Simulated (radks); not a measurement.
The numbers below are computed, except where a source is named.
Task: The mean radii <r> (bohr) of the occupied orbitals of an atom or ion are listed with their occupations. Code: a radial shooting solver on a logarithmic mesh with Libxc functionals. Model: scalar-relativistic Kohn-Sham, PBE, spin-polarised, spherical densities, finite nucleus; Fermi nuclear charge, rms radius of each element as measured or else 0.836 A^(1/3) + 0.57 fm.

| orbital | occ. | <r> |
|---|---|---|
| 1s down | 1 | 0.04861 |
| 1s up | 1 | 0.04861 |
| 2s up | 1 | 0.2176 |
| 2s down | 1 | 0.2173 |
| 2p up | 3 | 0.1906 |
| 2p down | 3 | 0.1902 |
| 3s up | 1 | 0.6040 |
| 3s down | 1 | 0.6062 |
| 3p up | 3 | 0.6082 |
| 3p down | 3 | 0.6110 |
| 3d up | 3 | 0.5893 |
| 4d up | 1 | 1.541 |

Name the element and its charge. Open shells, if any, are filled with parallel spins first.

Result: Z = 31, gallium, charge +9: Ga9+ in [Ar] 3d3 4d1. The 1s radius gives Z: for a bare nucleus <r> = (2 gamma + 1)/(2Z) with gamma = sqrt(1 - (Z/c)^2), 0.04755 bohr for Z = 31, and screening makes it slightly larger (0.04861 here). The occupations add up to 22, and the charge is Z minus that.
